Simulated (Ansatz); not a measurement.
`C/C=C\BCl` and `B/C=C/C` differ in one atom or group (the configuration at the double bond changes too).

Ansatz, PBE0-D4/def2-TZVP geometries, multiplicity 1. Each molecule was computed in one conformer, which needn't be the lowest.

| property | `C/C=C\BCl` |
| --- | --- |
| LUMO energy (B3LYP/def2-TZVPP) / eV | -2.10 |
| HOMO energy (PBE0/def2-TZVPP) / eV | -7.96 |
| HOMO–LUMO gap (B3LYP/def2-TZVPP) / eV | 5.63 |
| LUMO energy (PBE0/def2-TZVPP) / eV | -1.92 |
| HOMO–LUMO gap (ωB97M-V/def2-TZVPP) / eV | 10.21 |
| HOMO–LUMO gap (PBE/def2-TZVPP) / eV | 4.02 |

Q: What does the change do to each property? (Best estimate.)

A: Ansatz gave: 
```tsv
property	`B/C=C/C`	shift
LUMO energy (B3LYP/def2-TZVPP) / eV	-1.98	0.12
HOMO energy (PBE0/def2-TZVPP) / eV	-7.98	-0.02
HOMO–LUMO gap (B3LYP/def2-TZVPP) / eV	5.77	0.14
LUMO energy (PBE0/def2-TZVPP) / eV	-1.78	0.14
HOMO–LUMO gap (ωB97M-V/def2-TZVPP) / eV	10.38	0.17
HOMO–LUMO gap (PBE/def2-TZVPP) / eV	4.21	0.19
```

B3LYP here is the variant with VWN-RPA as its local correlation; programs differ in this.
